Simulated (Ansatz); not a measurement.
```yaml
crystal:
  periodic: [true, true, true]
  atoms:
    - {symbol: Si, position_ang: [-2.315528, 0.946582, 0.084891]}
    - {symbol: Sn, position_ang: [0.164731, 0.341597, -0.193341]}
    - {symbol: Si, position_ang: [1.482442, 0.193521, 2.005965]}
    - {symbol: Si, position_ang: [0.624189, -1.571420, -1.843927]}
    - {symbol: Cl, position_ang: [1.084115, 2.240348, -1.269489]}
    - {symbol: H, position_ang: [-2.437978, 2.171365, 0.915650]}
    - {symbol: H, position_ang: [-3.021019, -0.177033, 0.758190]}
    - {symbol: H, position_ang: [-2.923780, 1.178988, -1.249737]}
    - {symbol: H, position_ang: [2.927111, 0.019182, 1.709701]}
    - {symbol: H, position_ang: [1.275079, 1.434367, 2.794970]}
    - {symbol: H, position_ang: [0.996530, -0.974398, 2.789199]}
    - {symbol: H, position_ang: [0.105239, -2.844171, -1.274392]}
    - {symbol: H, position_ang: [2.087215, -1.693719, -2.067075]}
    - {symbol: H, position_ang: [-0.061448, -1.294308, -3.131706]}
basis:
  gaussian: {orbitals: def2-SVPD}
total_charge: 1
magnetization: {spin_polarized: true, initial_magnetization: 1}
hamiltonian: {xc: {name: wB97M-V}}
output: {forces: true}
```

```sh
$ ansatz run in.yaml --threads 4 --pin off --events-out ev --progress --plain --max-ram 11315MiB
```

Q: How does Ansatz answer? (Estimate.)

A: Computed: The program refused the input.
```
Error: YAML parse error: error: line 2 column 3: crystal: missing field `lattice` (a structure is typed as `lattice` and `atoms`, a molecule's as `atoms` in Å alone, or read from a run's directory, `checkpoint`)
 --> <input>:2:3
1 | crystal:
2 |   periodic: [true, true, true]
3 |   atoms:
4 |     - {symbol: Si, position_ang: [-2.315528, 0.946582, 0.084891]}
```
